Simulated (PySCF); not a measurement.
Isomers of C4H7F3OSi2.

All values: PBE0/pcSseg-1 (PySCF) at GFN2-xTB geometries, gas phase, one conformer each.

(1) Rank by the highest IAO charge on any atom, highest value first.
A. `[O:1]=[CH:2]/[C:3]([SiH3:4])=[CH:5]/[SiH2:6][C:7]([F:8])([F:9])[F:10]` with O1–C2–C3–Si4 -1°, C3–C5–Si6–C7 172°
B. `FC(F)(F)CC#C[SiH2]O[SiH3]`
C. `[CH2:1]=[CH:2][Si@H:3]([C:4](=[O:5])[SiH3:6])[C:7]([F:8])([F:9])[F:10]` with C1–C2–Si3–C4 -36°, C2–Si3–C4–O5 51°
D. `[O:1]=[CH:2][SiH2:3]/[C:4]([SiH3:5])=[CH:6]\[C:7]([F:8])([F:9])[F:10]` with O1–C2–Si3–C4 6°, C2–Si3–C4–Si5 -13°
E. `[O:1]=[CH:2]/[C:3]([SiH3:4])=[CH:5]/[C:6]([F:7])([F:8])[SiH2:9][F:10]` with O1–C2–C3–Si4 -9°, C3–C5–C6–F7 40°, C5–C6–Si9–F10 12°

(2) Rank by the highest Hirshfeld charge on any atom, highest value first.
A. `[O:1]=[CH:2]/[C:3](=[CH:4]\[C:5]([F:6])([F:7])[F:8])[SiH2:9][SiH3:10]` with O1–C2–C3–C4 138°, C2–C3–Si9–Si10 50°
B. `[O:1]=[CH:2]/[C:3]([SiH3:4])=[CH:5]/[SiH2:6][C:7]([F:8])([F:9])[F:10]` with O1–C2–C3–Si4 -1°, C3–C5–Si6–C7 172°
C. `[O:1]=[CH:2][SiH2:3]/[C:4]([SiH3:5])=[CH:6]\[C:7]([F:8])([F:9])[F:10]` with O1–C2–Si3–C4 6°, C2–Si3–C4–Si5 -13°
D. `[O:1]=[CH:2]/[C:3]([SiH3:4])=[CH:5]/[C:6]([F:7])([F:8])[SiH2:9][F:10]` with O1–C2–C3–Si4 -9°, C3–C5–C6–F7 40°, C5–C6–Si9–F10 12°

(3) Rank by the lowest IAO charge on any atom, lowest value first.
A. `FC(F)(F)CC#C[SiH2]O[SiH3]`
B. `[O:1]=[CH:2][SiH2:3]/[C:4]([SiH3:5])=[CH:6]\[C:7]([F:8])([F:9])[F:10]` with O1–C2–Si3–C4 6°, C2–Si3–C4–Si5 -13°
C. `[O:1]=[CH:2]/[C:3]([SiH3:4])=[CH:5]/[C:6]([F:7])([F:8])[SiH2:9][F:10]` with O1–C2–C3–Si4 -9°, C3–C5–C6–F7 40°, C5–C6–Si9–F10 12°
D. `[O:1]=[CH:2]/[C:3](=[CH:4]\[C:5]([F:6])([F:7])[F:8])[SiH2:9][SiH3:10]` with O1–C2–C3–C4 138°, C2–C3–Si9–Si10 50°
E. `[CH2:1]=[CH:2][Si@H:3]([C:4](=[O:5])[SiH3:6])[C:7]([F:8])([F:9])[F:10]` with C1–C2–Si3–C4 -36°, C2–Si3–C4–O5 51°

## Answers

(1) E (+1.079 e), B (+1.046 e), C (+0.809 e), D (+0.789 e), A (+0.734 e).

(2) D (+0.433 e), B (+0.336 e), C (+0.311 e), A (+0.261 e).

(3) A (-0.891 e), C (-0.534 e), B (-0.488 e), E (-0.430 e), D (-0.377 e).

All values together:

| SMILES | μ (D) | HOMO (eV) | LUMO (eV) | lowest IAO charge (e) | highest IAO charge (e) | lowest Hirshfeld charge (e) | highest Hirshfeld charge (e) |
| --- | --- | --- | --- | --- | --- | --- | --- |
| C=C[Si@H](C(=O)[SiH3])C(F)(F)F | 0.86 | -6.74 | -2.12 | -0.430 (C) | +0.809 (Si) | -0.192 (O) | +0.333 (Si) |
| O=C/C(=C\C(F)(F)F)[SiH2][SiH3] | 2.22 | -7.97 | -2.71 | -0.377 (O) | +0.796 (C) | -0.167 (O) | +0.261 (C) |
| O=C/C([SiH3])=C/C(F)(F)[SiH2]F | 3.25 | -7.82 | -2.51 | -0.534 (F) | +1.079 (Si) | -0.207 (O) | +0.433 (Si) |
| O=C/C([SiH3])=C/[SiH2]C(F)(F)F | 1.17 | -8.01 | -2.74 | -0.381 (O) | +0.734 (Si) | -0.197 (O) | +0.336 (Si) |
| FC(F)(F)CC#C[SiH2]O[SiH3] | 1.89 | -8.26 | -0.50 | -0.891 (O) | +1.046 (Si) | -0.302 (O) | +0.432 (Si) |
| O=C[SiH2]/C([SiH3])=C\C(F)(F)F | 1.55 | -7.47 | -2.09 | -0.488 (C) | +0.789 (C) | -0.159 (C) | +0.311 (Si) |

Conformers: `[CH2:1]=[CH:2][Si@H:3]([C:4](=[O:5])[SiH3:6])[C:7]([F:8])([F:9])[F:10]` with C1–C2–Si3–C4 -36°, C2–Si3–C4–O5 51°; `[O:1]=[CH:2]/[C:3](=[CH:4]\[C:5]([F:6])([F:7])[F:8])[SiH2:9][SiH3:10]` with O1–C2–C3–C4 138°, C2–C3–Si9–Si10 50°; `[O:1]=[CH:2]/[C:3]([SiH3:4])=[CH:5]/[C:6]([F:7])([F:8])[SiH2:9][F:10]` with O1–C2–C3–Si4 -9°, C3–C5–C6–F7 40°, C5–C6–Si9–F10 12°; `[O:1]=[CH:2]/[C:3]([SiH3:4])=[CH:5]/[SiH2:6][C:7]([F:8])([F:9])[F:10]` with O1–C2–C3–Si4 -1°, C3–C5–Si6–C7 172°; `[O:1]=[CH:2][SiH2:3]/[C:4]([SiH3:5])=[CH:6]\[C:7]([F:8])([F:9])[F:10]` with O1–C2–Si3–C4 6°, C2–Si3–C4–Si5 -13°.
